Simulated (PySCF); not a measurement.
# Excitation energy of N(2+) by level of theory

N(2+) [He] 2s2 2p1 (2P) → N(2+) [He] 2s1 2p1 3d1 (high-spin determinant), as a difference of total energies. All numbers are calculated (PySCF 2.14, the non-relativistic Hamiltonian (point nucleus), in dyall-av3z). Correlated levels: valence: 1s2 frozen; virtual orbitals above 40 to 60 times the deepest correlated orbital energy dropped. The calculations carry no spin-orbit coupling.

```csv
method,excitation energy (eV)
UHF,39.314
LDA,39.791
PBE,39.656
PBE0,39.883
r2SCAN,39.620
wB97M-V,40.338
TPSSh,40.059
BP86,39.761
M06-L,39.771
MP2 (valence),40.653
SCS-MP2 (valence),41.066
```

Q: How much does correlation contribute at MP2 (valence)?

A: 40.653 − (39.314) = 1.339 eV, measured against UHF.

The promoted electron is Rydberg-like, and one or two diffuse shells describe it only roughly, which tends to raise the upper state.

The determinant of the upper state mixes LS terms, which raises its energy above the lowest term, most at the Hartree-Fock and MP2 levels.
